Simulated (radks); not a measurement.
Problem. Te, 52 electrons, occupied as [Kr] 4d10 5s1.5 5p4.5 (fractional occupations, a model configuration). Method: Dirac Kohn-Sham, BLYP, spin-unpolarised, spherical densities, point nucleus; open shells are shared between the two j in proportion to 2j + 1; computed with a radial shooting solver on a logarithmic mesh with Libxc functionals. Some entries of the table are withheld. Estimate them.

orbital,occ.,eigenvalue (eV),<1/r> (bohr^-1),<r^2> (bohr^2)
1s1/2,2,-31612.17,55.58,0.001048
2s1/2,2,-4846.605,12.94,0.01688
2p1/2,2,-4541.222,12.93,0.01250
2p3/2,4,-4266.600,11.96,0.01379
3s1/2,2,-964.6890,4.602,0.1186
3p1/2,2,-839.1363,4.512,(1)
3p3/2,4,-787.9664,4.274,(2)
3d3/2,4,-566.4077,4.126,0.1030
3d5/2,6,-555.7060,4.065,0.1054
4s1/2,2,-164.6300,1.837,0.6609
4p1/2,2,-121.4792,(3),0.7328
4p3/2,4,-111.7328,(4),0.7864
4d3/2,4,(5),1.381,1.094
4d5/2,6,(6),1.362,1.123
5s1/2,1.5,-15.3588,0.6305,4.873
5p1/2,1.5,(7),0.5066,7.629
5p3/2,3,(8),0.4796,8.464

Solution. 
(1) 3p1/2 <r^2> (bohr^2): 0.1133
(2) 3p3/2 <r^2> (bohr^2): 0.1216
(3) 4p1/2 <1/r> (bohr^-1): 1.724
(4) 4p3/2 <1/r> (bohr^-1): 1.647
(5) 4d3/2 eigenvalue (eV): -42.9291
(6) 4d5/2 eigenvalue (eV): -41.4577
(7) 5p1/2 eigenvalue (eV): -6.6342
(8) 5p3/2 eigenvalue (eV): -5.8123
